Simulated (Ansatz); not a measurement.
Species: sum formula SiN$_{2}$H$_{4}$F (charge 0, doublet). It need not be the lowest isomer of its formula. SMILES: N[Si](N)F
Structure (B3LYP-D3(BJ)/def2-TZVP (Ansatz, a program for electronic structure) minimum search):
```xyz
8

Si    -0.0201    -0.2796    -0.2846
F     -0.5060    -1.0636     1.0465
N     -0.9953     1.0349    -0.7665
N      1.4990     0.3791     0.1737
H     -1.8260     0.9077    -1.3199
H     -0.9969     1.9069    -0.2562
H      2.1056    -0.1458     0.7856
H      2.0265     0.9203    -0.4943
```
Charge 0, spin multiplicity 2.

Parts of the frozen-core correlation energy in 6-31G (Ansatz, hartree). Frozen orbitals: 8; correlated occupied orbitals by spin: 13 and 12; virtual: 27 and 28. Open shells are spin-unrestricted. No spin-orbit coupling. No relativistic terms.

```
term                            value
-------------------------  ----------
reference (HF)             -499.54298
MP2 opposite-spin            -0.28709
MP2 same-spin              (withheld)
CCSD correlation           (withheld)
(T)                        (withheld)
T1 diagnostic                   0.015
largest doubles amplitude       0.017
<S^2> of the reference          0.754
```

Fill in the missing entries.


- MP2 same-spin, value: -0.09562
- CCSD correlation, value: -0.40167
- (T), value: -0.00685
